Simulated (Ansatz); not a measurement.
The cluster Zr4 (the lowest singlet isomer of a short search), 4 atoms. Hardware: 4 threads of Arm Neoverse V2 on a shared host.

In the def2 sets Zr takes a core potential; there is no spin–orbit coupling. Correlated methods freeze no core orbitals; core or outer-core shells of Zr are correlated, in sets that lack core-valence functions.

**Question.** How many basis functions does each of these Ansatz runs have, and roughly what does it cost? BHLYP-D4/def2-TZVP, charge 0 singlet, energy, from earlier orbitals; r2SCAN-D4/def2-TZVP, charge 0 singlet, energy, from earlier orbitals; PBE with 10 % exact exchange/def2-TZVP, charge 0 triplet, energy, from earlier orbitals; PBE-QIDH/def2-TZVP, charge 0 singlet, energy, from earlier orbitals; PBE with 15 % exact exchange/def2-TZVP, charge 0 triplet, energy, from earlier orbitals; r2SCAN-D4/def2-TZVP, charge 0 quintet, energy, from earlier orbitals; PBE0-D4/def2-SVP, charge 0 quintet, energy with a search over starts; PBE with 50 % exact exchange/def2-TZVP, charge 0 triplet, energy, from earlier orbitals; PBE0-D4/def2-SVP, charge 0 singlet, energy, from earlier orbitals; BHLYP-D4/def2-TZVP, charge 0 quintet, energy, from earlier orbitals; PBE0-D4/def2-TZVPD, charge 0 singlet, energy, from earlier orbitals; PBE0-D4/def2-SVP, charge 0 quintet, relaxation, 5 steps.

**Answer.** Other jobs shared the machine, so times can vary by a factor of up to 3. A dash marks memory too small to be measured apart from the calling script's.

| run | functions | fitting or Cholesky vectors | wall time | peak host memory (GiB) |
| --- | --- | --- | --- | --- |
| PBE0-D4/def2-TZVPD, charge 0 singlet, energy, from earlier orbitals | 160 | 1596 | 2.8 s | – |
| PBE0-D4/def2-SVP, charge 0 singlet, energy, from earlier orbitals | 124 | 1412 | 2.8 s | – |
| r2SCAN-D4/def2-TZVP, charge 0 singlet, energy, from earlier orbitals | 160 | 1284 | 5.5 s | – |
| PBE with 10 % exact exchange/def2-TZVP, charge 0 triplet, energy, from earlier orbitals | 160 | 1284 | 9 s | 0.59 |
| PBE with 15 % exact exchange/def2-TZVP, charge 0 triplet, energy, from earlier orbitals | 160 | 1408 | 9.5 s | 0.61 |
| PBE-QIDH/def2-TZVP, charge 0 singlet, energy, from earlier orbitals | 160 | 1464 | 10 s | – |
| BHLYP-D4/def2-TZVP, charge 0 singlet, energy, from earlier orbitals | 160 | 1736 | 14 s | 0.61 |
| r2SCAN-D4/def2-TZVP, charge 0 quintet, energy, from earlier orbitals | 160 | 1284 | 17 s | – |
| BHLYP-D4/def2-TZVP, charge 0 quintet, energy, from earlier orbitals | 160 | 1736 | 23 s | 0.87 |
| PBE with 50 % exact exchange/def2-TZVP, charge 0 triplet, energy, from earlier orbitals | 160 | 1736 | 25 s | 0.88 |
| PBE0-D4/def2-SVP, charge 0 quintet, relaxation, 5 steps | 124 | 1413 | 28 s | – |
| PBE0-D4/def2-SVP, charge 0 quintet, energy with a search over starts | 124 | 1412 | 36 s | 0.69 |
